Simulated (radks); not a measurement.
Question: K-, 20 electrons, occupied as [Ar] 4s2. All-electron calculation, scalar-relativistic Kohn-Sham, LDA (Slater exchange, VWN5 correlation), spin-polarised, spherical densities, point nucleus; hard spherical wall at 1.5 bohr. Program: a radial shooting solver on a logarithmic mesh with Libxc functionals. Some entries of the table are withheld. Estimate them.

| orbital | occ. | eigenvalue (eV) | <r> (bohr) |
|---|---|---|---|
| 1s | 2 | -3324.977 | 0.08140 |
| 2s | 2 | -207.3407 | 0.4046 |
| 2p | 6 | -130.7873 | 0.3724 |
| 3s | 2 | 102.7063 | (1) |
| 3p | 6 | 125.5744 | 0.8682 |
| 3d | 0 | 149.3330 | 0.8612 |
| 4s | 2 | (2) | 0.8530 |
| 4p | 0 | 405.6610 | 0.8247 |
| 5s | 0 | 854.3777 | 0.8268 |

Answer: 
(1) 3s <r> (bohr): 0.8831
(2) 4s eigenvalue (eV): 403.6584
